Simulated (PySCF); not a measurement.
**Correlation energy of Gd⁶⁰⁺ (gadolinium, charge +60)**

[He] 2s2, closed-shell 1S. Computed with PySCF 2.14 in an uncontracted even-tempered set (17 s from 38 bohr⁻², ratio 2.2; 8 p from 58 bohr⁻², ratio 2.4; 5 d from 170 bohr⁻², ratio 2.4; 5 f from 260 bohr⁻², ratio 2.4; 4 g from 390 bohr⁻², ratio 2.4), with the non-relativistic Hamiltonian (point nucleus). Frozen: nothing; 4 electrons correlated; the 8 highest virtual orbitals of each spin left out.

MP2 pair energies summed by pair of shells (mhartree):

```csv
pair,energy,share (%)
2s-2s,-400.73,87.4
1s-1s,-41.41,9.0
1s-2s,-16.30,3.6
```

Total MP2 correlation energy: -458.45 mhartree.

MP2 falls well short for the outer s pair, which is nearly degenerate with np².

At this charge a non-relativistic calculation is a model, useful for the Z dependence of the correlation energy.
